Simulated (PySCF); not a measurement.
**Potential energy of SbPb along the bond**

Set-up: PySCF, scalar-relativistic core potentials, basis sets Sb cc-pVDZ-PP with ECP28, Pb cc-pVDZ-PP with ECP60. Energies in eV from Sb + Pb in their ground configurations at the same level. All curves are PBE0. state 1: ²Π (doublet), unpaired electrons π ↑; state 2: ²Σ⁺ (doublet), unpaired electrons σ ↑, a second solution, started from another occupation; state 3: ⁴Π (quartet), unpaired electrons π ↑↑↑, a second solution, started from another occupation; state 4: Ms = 0.5 determinant of mixed spin (⟨S²⟩ near 1.8), unpaired electrons π ↑↑↓, a mixture of terms (⟨Lz²⟩ = 3.0), a second solution, started from another occupation.

```tsv
R (Å)	state 1	state 2	state 3	state 4
2.345	-0.965	-1.093	1.247	1.6080
2.454	-1.631	-1.508	0.225	0.5805
2.563	-1.979	-1.654	-0.452	-0.1024
2.645	-2.092	-1.645	-0.793	-0.4478
2.727	-2.113	-1.571	-1.027	-0.6846
2.809	-2.071	-1.466	-1.176	-0.8366
2.918	-1.958	-1.306	-1.274	-0.9389
3.054	-1.770	-1.097	-1.283	-0.9509
3.218	-1.518	-0.862	-1.185	-0.8553
3.436	-1.181	-0.600	-0.953	-0.6258
```

Task: Put a parabola through the three lowest points of the state 1 curve and estimate Re, k and ωe (reduced mass 76.46 u; 1 eV/Å² = 0.16022 mdyn/Å; ωe = 1302.8·√(k/μ) cm⁻¹).

Result: Through R = 2.645, 2.727, 2.809 Å the second-order coefficient is 4.68 eV/Å², so Re ≈ 2.713 Å, k ≈ 1.50 mdyn/Å and ωe ≈ 183 cm⁻¹. A polynomial fit of higher order to the unrounded PBE0 energies gives Re = 2.709 Å, k = 1.61 mdyn/Å, ωe = 189 cm⁻¹; anharmonicity and rounding make the difference.

The higher-order fit for each curve: state 1: Re = 2.709 Å, ωe = 189 cm⁻¹, De = 2.11 eV; state 2: Re = 2.592 Å, ωe = 213 cm⁻¹, minimum 1.66 eV below the ground-state fragments; state 3: Re = 2.995 Å, ωe = 139 cm⁻¹, minimum 1.29 eV below the ground-state fragments; state 4: Re = 2.999 Å, ωe = 139 cm⁻¹, minimum 0.96 eV below the ground-state fragments.

⟨S²⟩ of the unrestricted solution departs from its pure value on part of the curve, where spin states mix. Spin–orbit coupling is left out, which matters for elements this heavy, above all for dissociation energies. The state was picked by a PBE0 search and need not be the measured ground state.
